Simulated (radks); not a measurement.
Results of a calculation; reference values are marked as such.
Species: the chlorine ion Cl+. Configuration: [Ne] 3s2 3p4. Code: a radial shooting solver on a logarithmic mesh with Libxc functionals. Model: non-relativistic Kohn-Sham, PBE, spin-polarised, spherical densities, point nucleus; open shells are filled with parallel spins first.

Local quantities along the radius. ELF = 1/(1 + alpha^2) is the electron localisation function; alpha = (tau - tau_W)/tau_unif compares the Pauli kinetic energy density with that of the uniform gas (summed over spins); r v_xc is r times the local exchange-correlation potential of spin up (hartree bohr); 4 pi r^2 rho is in e/bohr.

| r (bohr) | ELF | alpha | r v_xc | 4 pi r^2 rho |
|---|---|---|---|---|
| 0.006908 | 1.000 | 0.01244 | -0.1276 | 1.529 |
| 0.007788 | 1.000 | 0.01295 | -0.1386 | 1.887 |
| 0.008781 | 1.000 | 0.01356 | -0.1508 | 2.319 |
| 0.009901 | 1.000 | 0.01428 | -0.1641 | 2.838 |
| 0.01116 | 1.000 | 0.01513 | -0.1787 | 3.456 |
| 0.01259 | 1.000 | 0.01616 | -0.1947 | 4.186 |
| 0.01419 | 1.000 | 0.01741 | -0.2120 | 5.039 |
| 0.016 | 1.000 | 0.01894 | -0.2308 | 6.025 |
| 0.01804 | 1.000 | 0.02082 | -0.2509 | 7.147 |
| 0.0205 | 0.999 | 0.02335 | -0.2738 | 8.493 |
| 0.02312 | 0.999 | 0.02638 | -0.2965 | 9.884 |
| 0.02607 | 0.999 | 0.03028 | -0.3204 | 11.37 |
| 0.02939 | 0.999 | 0.03538 | -0.3450 | 12.93 |
| 0.03314 | 0.998 | 0.04217 | -0.3701 | 14.49 |
| 0.03736 | 0.997 | 0.05139 | -0.3952 | 15.99 |
| 0.04212 | 0.996 | 0.06420 | -0.4199 | 17.35 |
| 0.0475 | 0.993 | 0.08243 | -0.4433 | 18.46 |
| 0.05355 | 0.988 | 0.1090 | -0.4649 | 19.23 |
| 0.06038 | 0.978 | 0.1488 | -0.4838 | 19.58 |
| 0.06808 | 0.958 | 0.2096 | -0.4992 | 19.47 |
| 0.07737 | 0.911 | 0.3123 | -0.5114 | 18.83 |
| 0.08724 | 0.823 | 0.4645 | -0.5186 | 17.81 |
| 0.09836 | 0.674 | 0.6961 | -0.5224 | 16.54 |
| 0.1109 | 0.489 | 1.022 | -0.5234 | 15.22 |
| 0.125 | 0.335 | 1.409 | -0.5219 | 14.09 |
| 0.141 | 0.251 | 1.728 | -0.5192 | 13.39 |
| 0.159 | 0.235 | 1.803 | -0.5264 | 13.31 |
| 0.1792 | 0.284 | 1.589 | -0.5628 | 13.90 |
| 0.2021 | 0.397 | 1.233 | -0.6267 | 15.09 |
| 0.2278 | 0.550 | 0.9048 | -0.6964 | 16.61 |
| 0.259 | 0.697 | 0.6591 | -0.7639 | 18.18 |
| 0.292 | 0.788 | 0.5183 | -0.8156 | 19.16 |
| 0.3292 | 0.838 | 0.4390 | -0.8520 | 19.27 |
| 0.3712 | 0.860 | 0.4037 | -0.8698 | 18.33 |
| 0.4185 | 0.857 | 0.4078 | -0.8663 | 16.37 |
| 0.4718 | 0.823 | 0.4641 | -0.8398 | 13.66 |
| 0.532 | 0.722 | 0.6199 | -0.7930 | 10.63 |
| 0.5998 | 0.501 | 0.9971 | -0.7368 | 7.804 |
| 0.6763 | 0.238 | 1.790 | -0.6838 | 5.590 |
| 0.7625 | 0.112 | 2.810 | -0.6082 | 4.212 |
| 0.8597 | 0.108 | 2.873 | -0.5753 | 3.660 |
| 0.9771 | 0.244 | 1.759 | -0.7441 | 3.734 |
| 1.102 | 0.542 | 0.9198 | -0.8417 | 4.068 |
| 1.242 | 0.772 | 0.5435 | -0.9112 | 4.327 |
| 1.401 | 0.857 | 0.4081 | -0.9578 | 4.294 |
| 1.579 | 0.877 | 0.3753 | -0.9713 | 3.909 |
| 1.78 | 0.865 | 0.3949 | -0.9499 | 3.245 |
| 2.007 | 0.828 | 0.4565 | -0.8934 | 2.449 |
| 2.263 | 0.755 | 0.5694 | -0.8045 | 1.678 |
| 2.552 | 0.633 | 0.7617 | -0.6971 | 1.042 |
| 2.877 | 0.457 | 1.090 | -0.6005 | 0.5843 |
| 3.27 | 0.253 | 1.718 | -0.5327 | 0.2806 |
| 3.687 | 0.111 | 2.834 | -0.4865 | 0.1252 |
| 4.157 | 0.038 | 5.060 | -0.4231 | 0.04900 |
| 4.687 | 0.010 | 9.906 | -0.3337 | 0.01652 |
| 5.285 | 0.002 | 21.54 | -0.2376 | 0.004714 |
| 5.959 | 0.000 | 52.70 | -0.1545 | 0.001117 |

On this mesh the ELF has minima near r = 0.16, 0.86 bohr, which separate the shells, and maxima near 0.37 (0.86), 1.6 (0.88).
